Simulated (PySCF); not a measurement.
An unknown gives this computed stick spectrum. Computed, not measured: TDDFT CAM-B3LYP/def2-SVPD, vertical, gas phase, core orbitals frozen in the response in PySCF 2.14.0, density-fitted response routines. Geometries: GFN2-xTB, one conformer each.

| state | λ (nm) | f |
| --- | --- | --- |
| S1 | 188.8 | 0.109 |
| S2 | 185.8 | 0.0030 |
| S3 | 181.3 | 0.014 |
| S4 | 178.2 | 0.114 |
| S5 | 176.0 | 0.0013 |
| S6 | 164.1 | 0.029 |
| S7 | 159.9 | 0.013 |
| S8 | 159.2 | 0.0001 |

Question: Which structure fits? All have the formula C3H6N2Si.
A. `[SiH3]N1C=CC=N1`
B. `C1NC[SiH]1C#N`
C. `N(/[SiH3])=C/CC#N`
D. `C[SiH2]/N=C/C#N`
E. `C=NC[SiH2]C#N`

Answer: A. Its S1, at 6.57 eV, is the highest among the candidates; the nearest of the others has S1 at 5.29 eV. S1 is HOMO→LUMO+1 (73%), HOMO-1→LUMO+1 (15%). Löwdin shares by element: HOMO carbon 55% or more, nitrogen 32%; LUMO silicon 42%, hydrogen 32% or more (atoms not listed hold the other 26%). At the same level the other candidates give, for their lowest levels:
- `C=NC[SiH2]C#N`: 252 nm (f 0.002); 178 nm (f 0.006); 175 nm (f 0.312); 173 nm (f 0.004); 166 nm (f 0.002); T1 4.12 eV; HOMO -9.23, LUMO 0.11 eV
- `C[SiH2]/N=C/C#N`: 341 nm (f 0.000); 202 nm (f 0.001); 196 nm (f 0.418); 180 nm (f 0.085); 177 nm (f 0.031); T1 3.03 eV; HOMO -9.39, LUMO -1.28 eV
- `N#CC/C=N\[SiH3]`: 296 nm (f 0.001); 193 nm (f 0.013); 171 nm (f 0.019); 169 nm (f 0.051); 164 nm (f 0.012); T1 3.61 eV; HOMO -8.82, LUMO -0.09 eV
- `N#C[SiH]1CNC1`: 234 nm (f 0.000); 211 nm (f 0.000); 191 nm (f 0.001); 182 nm (f 0.002); 180 nm (f 0.129); T1 5.22 eV; HOMO -8.32, LUMO -0.07 eV
Triplets come from the Tamm–Dancoff approximation.
